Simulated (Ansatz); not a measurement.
A run on C2H4AlN (`C[C]1=[N][AlH]1`) with other settings.

```yaml
crystal:
  periodic: [false, false, false]
  atoms:
    - {symbol: C, position_ang: [-0.109220, 1.286414, -0.280835]}
    - {symbol: C, position_ang: [0.092354, -0.163932, -0.040795]}
    - {symbol: N, position_ang: [0.916940, -0.966157, -0.625658]}
    - {symbol: Al, position_ang: [-0.053369, -1.877229, 0.629445]}
    - {symbol: H, position_ang: [0.080298, 1.847088, 0.638148]}
    - {symbol: H, position_ang: [0.559984, 1.636119, -1.072282]}
    - {symbol: H, position_ang: [-1.147765, 1.478833, -0.561886]}
    - {symbol: H, position_ang: [-0.247023, -3.298238, 1.258064]}
basis:
  gaussian: {orbitals: 6-31G, final_grid: {core_spheres: 8, valence_spheres: 7, degree: 23}}
hamiltonian: {xc: {name: revPBE}, dispersion: d3bj}
scf: {lower_state_search: off}
output: {forces: true}
```

```sh
$ ansatz run in.yaml --threads 2 --pin off --events-out ev --progress --plain --max-ram 4352MiB
```

Shortened log:

```
Functional definition: revPBE
  name "revPBE"
  cite "Zhang & Yang, Phys. Rev. Lett. 80, 890 (1998) doi:10.1103/PhysRevLett.80.890"
  cite "Perdew, Burke & Ernzerhof, Phys. Rev. Lett. 77, 3865 (1996) doi:10.1103/PhysRevLett.77.3865"
  parameter kappa = 1.245
  parameter beta = 0.06672455060314922
  exchange = pbe_x(kappa = kappa, mu = beta*pi^2/3)
  correlation = pbe_c(beta = beta)
these checks for a lower state are left out or cut short: stability, starts, cluster_reference, orbital_swaps, neighbouring_geometries, increment
652 factors; integrals over basis functions are off by at most 1.8e-4 eV
mean field evaluation 1: about -10207.9408 eV, gradient 6.5e1 eV
mean field evaluation 2: about -10099.0072 eV, gradient 1.7e2 eV
mean field evaluation 4: about -10217.6303 eV, gradient 3.0e1 eV
mean field evaluation 8: about -10219.6896 eV, gradient 2.5e-1 eV
mean field evaluation 16: about -10219.6740 eV, gradient 1.0e-5 eV
mean field -10219.67404282 eV, -375.5660939298 hartree, gradient 2.7e-6 eV, S^2 0.000000; 0 other end points of the search recorded, 0 dependent functions left out
the calculation of the forces begins
reference -10219.67409353 eV, -375.5660957933 hartree; 18, 18 occupied and 30, 30 virtual orbitals, 652 factors
Total energy: -10220.02276106 eV, -375.5789090887 hartree
Atom 0 at    -0.109220     1.286414    -0.280835 Å, force    -0.123985    -0.028091     0.133932 eV/Å
Atom 1 at     0.092354    -0.163932    -0.040795 Å, force    -1.095295     2.175517     0.436724 eV/Å
Atom 2 at     0.916940    -0.966157    -0.625658 Å, force     2.511972    -0.598107    -2.346933 eV/Å
Atom 3 at    -0.053369    -1.877229     0.629445 Å, force    -1.244105    -1.662455     1.760933 eV/Å
Atom 4 at     0.080298     1.847088     0.638148 Å, force     0.074059     0.232294     0.307251 eV/Å
Atom 5 at     0.559984     1.636119    -1.072282 Å, force     0.211954     0.118719    -0.252616 eV/Å
Atom 6 at    -1.147765     1.478833    -0.561886 Å, force    -0.359825     0.101419    -0.117711 eV/Å
Atom 7 at    -0.247023    -3.298238     1.258064 Å, force     0.025225    -0.339295     0.078419 eV/Å
Dipole moment:    -0.301629     0.041430     0.291673 e Å
Checks for a lower state left out: stability, starts, cluster_reference, orbital_swaps, neighbouring_geometries, increment
```

Run time 0.45 s (2 threads of an Arm Neoverse V2 on a shared host); peak host memory 0.36 GiB.
